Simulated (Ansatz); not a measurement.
Program: Ansatz. Geometries: PBE0-D4/def2-TZVP. ΔE: electronic, gas phase. CCSD(T)/CBS is the MP2 limit (def2-TZVPP, def2-QZVPP) plus CCSD(T) − MP2 in def2-TZVPP, frozen cores. This one scheme is used for every species. DFT in def2-TZVPP. B3LYP here is the variant with VWN-RPA as its local correlation; programs differ in this. Each species was taken in one conformer, which may not be the lowest.

Reaction (silylene loss): `C=C(F)O[SiH3]` → `C=C(O)F` + `[SiH2]`

| level | ΔE (kJ/mol) | difference from CCSD(T)/CBS |
| --- | --- | --- |
| r2SCAN-D4 | 338.0 | 17.2 |
| PBE0-D4 | 322.4 | 1.6 |
| B3LYP-D4 | 317.7 | -3.1 |
| ωB97X-V | 329.9 | 9.1 |
| ωB97M-V | 315.0 | -5.8 |
| PBE | 303.8 | -17.0 |
| r2SCAN | 336.0 | 15.2 |
| MP2/def2-TZVPP | 336.6 | 15.8 |
| SCS-MP2/def2-TZVPP | 328.2 | 7.4 |
| CCSD(T)/def2-TZVPP | 314.8 | -6.0 |
| HF/def2-QZVPP | 318.2 | -2.6 |
| MP2/def2-QZVPP | 340.6 | 19.8 |
| SCS-MP2/def2-QZVPP | 332.2 | 11.4 |
| HF/CBS(def2) | 318.4 | -2.4 |
| MP2/CBS(def2) | 342.6 | 21.8 |
| CCSD/CBS(def2) | 318.1 | -2.7 |
| CCSD(T)/CBS | 320.8 | 0 |

Largest T1 diagnostic among the species: 0.014.

From PBE to PBE0 (25 % exact exchange), in def2-TZVPP and without D4, ΔE moves by +12.3 kJ/mol. The D4 term adds +11.6 kJ/mol with B3LYP and +6.3 kJ/mol with PBE0; it sums over pairs of atoms, weighted by their polarisabilities, and B3LYP, whose exchange is more repulsive, gets the larger term.
